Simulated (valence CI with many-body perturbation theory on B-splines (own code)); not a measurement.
**Co⁶⁺ in three bases**

Computed by configuration interaction combined with many-body perturbation theory (CI+MBPT): three valence electrons over a frozen Dirac-Fock core [Ar], radial functions for each j: 7 s, 7 p, 8 d, 6 f, 4 g, 1 h, with the one-electron correlation potential Σ1 (screened to all orders), the two-electron term Σ2, the three-electron term Σ3, Breit, model QED; selected single and double excitations, second order for the rest, scaled by the run's own slope (own B-spline code, finite nucleus).

Against 6 measured levels this calculation errs by 329 cm⁻¹ on average and by 706 at most. These come from a selection out of Sugar and Corliss, J. Phys. Chem. Ref. Data 10, 1097 (1981). Levels without a partner in it may be off by more, other configurations by 1,000 to 8,000 cm⁻¹. The list stops below the first excitations out of the core. Only levels of the ground parity were solved; by the run's estimate the other parity begins above the list, which can be wrong where configurations are misplaced.

The reference run has the lowest level 3d³ ⁴F_3/2 and an ionisation energy of 128.727 eV. Its largest variational space holds 7031 state functions.

Names give the largest LS component (configuration and term), which can be under half, so a name can repeat, a term be missing and a line seem to break the LS rules; names also repeat where a configuration has a term twice.

Changed runs:
A. basis 6 s, 6 p, 5 d, 5 f, 1 g
B. basis 5 s, 5 p, 4 d, 4 f

Excitation energies of the reference run in cm⁻¹, and shifts in cm⁻¹:

| Level | Reference | A | B |
| --- | --- | --- | --- |
| 3d³ ⁴F_5/2 | 701 | -1.7 | -2.2 |
| 3d³ ⁴F_7/2 | 1621 | -3.3 | -3.8 |
| 3d³ ⁴F_9/2 | 2716 | -4.1 | -3.7 |
| 3d³ ⁴P_1/2 | 21703 | +180 | +367 |
| 3d³ ⁴P_3/2 | 21942 | +186 | +380 |
| 3d³ ⁴P_5/2 | 22893 | +175 | +360 |
| 3d³ ²G_7/2 | 22954 | +249 | +633 |
| 3d³ ²G_9/2 | 23856 | +247 | +634 |
| 3d³ ²P_3/2 | 30035 | +428 | +883 |
| 3d³ ²P_1/2 | 30467 | +456 | +1000 |
| 3d³ ²H_9/2 | 31528 | +246 | +799 |
| 3d³ ²H_11/2 | 32125 | +244 | +802 |
| Ionisation energy (eV) | 128.727 | -0.053 | -0.068 |
